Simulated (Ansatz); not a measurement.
Gas-phase electronic energies from Ansatz, PBE0-D4/def2-TZVP geometries. CBS: MP2 limit from def2 TZ/QZ plus the TZ coupled-cluster correction, frozen cores. DFT in def2-TZVPP. def2 core potentials past Kr. For Sn outer-core shells are correlated without core-valence functions, which leaves a few kJ/mol of doubt a bond. One conformer a species, not always the lowest.

`CO[C](=N)[SnH3]` + `C=N[SiH2]C` → `C[SiH2][SnH3]` + `C=NC(=N)OC`  (formal exchange of groups at the Sn–C bond)

```csv
level,ΔE (kcal/mol)
PBE0-D4,-4.8
ωB97X-V,-1.8
r2SCAN,-2.9
SCS-MP2/def2-TZVPP,1.3
CCSD/def2-TZVPP,-0.7
HF/CBS(def2),-1.0
MP2/CBS(def2),0.4
CCSD/CBS(def2),-1.0
```

(1) What does CCSD(T)/CBS give? (An estimate is asked.)

Largest T1 diagnostic among the species: 0.014.

Results:

(1) The calculation gave: -0.8 kcal/mol. The listed levels differ from it by -4.0, -1.0, -2.1, 2.1, 0.1, -0.2, 1.2, -0.2 kcal/mol.

In def2-TZVPP, CCSD(T) changes the Hartree–Fock value by +0.8 kcal/mol (the triples alone add +0.1 kcal/mol) and MP2 by +2.1 kcal/mol. From PBE to PBE0 (25 % exact exchange), in def2-TZVPP and without D4, ΔE moves by −0.8 kcal/mol.
